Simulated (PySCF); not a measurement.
Computed shifts of a molecule C3H7BN2, PBE0/pcSseg-1 (PySCF), GIAO, gas phase, equivalent atoms averaged, in ppm (number of nuclei): ¹⁵N: 85.6 (1), 56.8 (1). ¹³C: 159.5 (1), 140.6 (1), 58.9 (1). ¹H: 7.30 (1), 6.51 (1), 4.15 (2), 2.65 (1), 2.56 (1), 2.36 (1). References: ¹⁵N against NH3 (σ = 267.4 ppm); ¹¹B against BF3 (σ = 88.8 ppm); ¹³C against TMS (σ = 186.3 ppm); ¹H against TMS (σ = 31.56 ppm), references at their B3LYP-D3(BJ)/def2-TZVP geometries, non-relativistic. Coordinates come from a ωB97X-D3(BJ)/def2-SVP optimisation. One conformer was computed; it need not be the lowest.

Question: Identify the compound among the candidates.
A) C#CB(N)NC
B) C=C1CNB1N
C) NB1C=CCN1
D) CN1C=CB1N

Answer: C, NB1C=CCN1
